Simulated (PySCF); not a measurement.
CH₇ClOSi₂, SMILES [SiH3]CO[SiH2]Cl. Coordinates come from a PBE-D3(BJ)/def2-SVP optimisation. This is a generated structure with no PubChem entry under its InChIKey; it may be hypothetical. One conformer was computed; it need not be the lowest.

Problem. Give the equilibrium geometry at PBE-D3(BJ)/def2-SVP (PySCF confirms it by a frequency run) as Cartesian coordinates in Å. (The exact figures need the calculation; the answer reports its results.)

Solution. Several could match; the one computed here: 
```xyz
12

Si    -2.5339     0.7907    -0.2912
C     -0.9340     0.1048    -1.0899
O     -0.3635    -0.9492    -0.3052
Si     0.7998    -0.7324     0.8714
Cl     2.4423     0.2712     0.0672
H     -3.1046     1.8747    -1.1667
H     -2.2212     1.3591     1.0657
H     -3.5386    -0.3156    -0.1371
H     -1.1759    -0.3115    -2.0921
H     -0.2013     0.9266    -1.2658
H      1.2016    -2.1046     1.2976
H      0.3102     0.1095     2.0128
```
Charge 0, spin multiplicity 1.
